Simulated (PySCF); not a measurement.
C₂H₅CdF, SMILES C[CH2][Cd][F]. Coordinates come from a B3LYP-D3(BJ)/def2-SVP optimisation. The structure was generated by enumeration; whether it is a known compound was not checked. The def2 effective core potentials stand for the cores of Cd; spin–orbit coupling is left out. The values are those of a single conformer.

Calculation: B3LYP-D3(BJ)/def2-SVP (PySCF 2.14.0).

Harmonic wavenumbers (cm⁻¹): 96, 118, 238, 247, 473, 610, 655, 947, 968, 1038, 1194, 1244, 1398, 1444, 1474, 1476, 3012, 3052, 3084, 3096, 3115. Rotational constants (GHz): 23.39, 1.915, 1.810; symmetry number 1.

Q: Work out the zero-point energy and the ideal-gas rigid-rotor harmonic-oscillator thermochemistry at 298.15 K and 1 atm.

A: ZPE = ½ Σ hcν = ½ × 28980 cm⁻¹ = 41.43 kcal/mol. H − E(el) = 45.77 kcal/mol. Entropy in cal/(mol K): translation 41.13, rotation 25.79, vibration 12.20, total 79.11. G − E(el) = 22.18 kcal/mol. Cp = 20.56 cal/(mol K). Modes under 150 cm⁻¹ make the vibrational entropy uncertain.
